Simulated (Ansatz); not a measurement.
The cluster GeSe₂⁺, relaxed as a doublet with UKS PBE0-D4/def2-TZVP in Ansatz, starting from the GFN1-xTB geometry. Force threshold 0.02 eV/Å.

Another isomer (doublet) lies 1.42 eV lower at PBE0-D4/def2-TZVP; other spin states weren't run for this one.

Start:

```
atom    x (Å)    y (Å)    z (Å)
 Ge1  -0.1410   0.3139  -0.1555
 Se2  -0.8318   0.3241   1.8672
 Se3   0.9728  -0.6380  -1.7116
```

Question: Estimate the energy that the relaxation releases and the steps that it takes.

Answer: 0.14 eV, in 4 steps; 17 s on 4 threads of Arm Neoverse V1 on a shared host. No frequencies were taken in this run, so the end may be a saddle point.

Question: Does the start keep its bonding and symmetry?

Answer: By distances, no bond broke or formed. The bond that changes most is Ge1–Se3, from 2.14 to 2.15 Å (atoms count from 1). Point group C2v at the start, D∞h at the end, both within 0.05 Å.

Question: Predict the relaxed structure.

Answer: 
```
atom   x (Å)   y (Å)   z (Å)
 Ge1  -0.002   0.005  -0.003
 Se2  -0.939   0.498   1.865
 Se3   0.941  -0.504  -1.863
```
Bond lengths: 2 × Ge–Se 2.15 Å.
